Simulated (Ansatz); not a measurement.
C$_{2}$H$_{6}$AlNOSi (`OC1=[C]([AlH2])[SiH2]N1`) at its PBE0-D4/def2-TZVP geometry, where that method's forces vanish. The species carries charge 0 and has multiplicity 1.

```xyz
12

O    -0.7319    0.9869    1.6477
C    -0.1447    0.0856    0.8698
C     0.0238    0.0575   -0.5141
Al   -0.5915    1.3934   -1.6721
Si    0.8761   -1.5356   -0.1900
N     0.4048   -1.0171    1.4440
H    -1.0644    1.6981    1.0781
H    -1.3417    2.5890   -0.9004
H    -0.4344    1.4252   -3.2471
H     0.2497   -2.8217   -0.5894
H     2.3475   -1.6513   -0.3557
H     0.4069   -1.2100    2.4291
```

**Question.** What forces (eV/Å) does ωB97M-V/def2-TZVPP give on these atoms in Ansatz? (Best estimate.)

**Answer.** The calculation gave: 
```
O1  -0.122  0.206  0.064
C2   0.017  0.012 -0.227
C3   0.013 -0.020 -0.006
Al4 -0.037  0.083 -0.070
Si5  0.107 -0.167 -0.131
N6   0.067 -0.154  0.172
H7   0.019 -0.051  0.085
H8   0.062 -0.097 -0.071
H9  -0.018 -0.001  0.161
H10  0.078  0.148  0.044
H11 -0.172  0.009  0.016
H12 -0.014  0.033 -0.039
```
